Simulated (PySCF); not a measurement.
# Exercise with solution: dipole moment from atomic charges

In(F)(SeH)2 (FH2InSe2), SMILES [F][In]([SeH])[SeH]. Atoms are numbered in the order given.

```xyz
6

In     0.4413     0.0024     0.0000
F      2.4222    -0.0605     0.0000
Se    -0.6686    -2.2683     0.0000
H      0.6830    -2.8889     0.0000
Se    -0.5718     2.3153     0.0000
H     -1.9320     1.7135     0.0000
```

Coordinates come from a PBE-D3(BJ)/def2-SVP optimisation. The structure was generated by enumeration; whether it is a known compound was not checked. The def2 effective core potentials stand for the cores of In; spin–orbit coupling is left out. One conformer was computed; it need not be the lowest.

Charges (e) from PySCF with PBE/def2-TZVP:

| atom | ESP fit | Mulliken |
|---|---|---|
| In1 | 0.481 | 0.774 |
| F2 | -0.337 | -0.438 |
| Se3 | -0.236 | -0.322 |
| H4 | 0.146 | 0.153 |
| Se5 | -0.169 | -0.304 |
| H6 | 0.114 | 0.136 |

The dipole moment of the full density is 2.31 D.

Question: What dipole moment does each set of point charges give, and which comes closer to that of the density?

Answer: 
μ = Σ q r, and 1 e Å = 4.8032 D.
ESP fit: Σ q r = (-0.470, -0.061, 0.000) e Å, |μ| = 2.28 D.
Mulliken: Σ q r = (-0.488, -0.154, 0.000) e Å, |μ| = 2.46 D.
ESP fit comes closer in size. Point charges leave out the atoms' own dipoles (lone pairs, polarised bonds); fits to the potential absorb them, partitions of the density don't.
